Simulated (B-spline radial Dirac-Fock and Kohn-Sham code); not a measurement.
**Binding energies of Bi⁷⁺ at several levels of theory**

System: Bi⁷⁺, configuration [Xe] 4f14 5d8.

The density-functional columns are spherical, spin-unpolarised Dirac-Kohn-Sham results without Breit or QED terms: −ε is minus the orbital energy of the initial state and ΔSCF the difference of two total energies. The reference in the last column comes from Dirac-Fock energy differences between relaxed states, corrected for Breit and QED terms. All numbers are from a radial B-spline solver, in eV; a selection of levels is shown. For the 1s level of heavy atoms much of the gap between ΔSCF and the reference is the Breit and QED part, -514.9 eV here; for other levels the error of the functional can be larger.

```tsv
level	PBE −ε	PBE ΔSCF	LDA −ε	LDA ΔSCF	Dirac-Fock
1s	90549.1	91209.7	90479.1	91137.3	90632.1
2s	16335.7	16461.7	16325.1	16451.5	16503.5
2p1/2	15706.5	15869.5	15701.5	15864.6	15821.5
2p3/2	13387.1	13521.3	13384.5	13519.0	13528.5
3s	4016.0	4056.1	4013.3	4053.4	4115.9
3p1/2	3730.0	3773.0	3728.9	3772.1	3810.9
3p3/2	3210.6	3249.0	3210.2	3248.8	3292.2
4s	995.7	1015.8	994.4	1014.5	1054.0
4p1/2	871.0	891.1	870.4	890.5	921.1
4p3/2	742.9	761.9	742.2	761.2	792.3
4f5/2	251.2	269.5	251.7	270.0	269.1
4f7/2	245.6	263.8	246.2	264.4	263.8
5s	251.1	263.0	251.5	263.4	272.0
5p1/2	207.4	218.7	207.8	219.2	223.2
5p3/2	181.8	192.5	182.0	192.7	197.7
5d	116.4	125.9	116.7	126.1	124.7
```

Q: Order the estimates of the K (1s) level by their distance from the Dirac-Fock value, nearest first.
A. PBE ΔSCF
B. PBE −ε
C. LDA ΔSCF
D. LDA −ε

A: B (83.0 eV), D (153.0 eV), C (505.1 eV), A (577.5 eV).

An eigenvalue near the reference for a deep level is a cancellation of errors: it lacks relaxation, carries self-interaction and omits Breit and QED terms.

Values without a named source are computed, but for edge energies of neutral atoms, which are taken from tables.
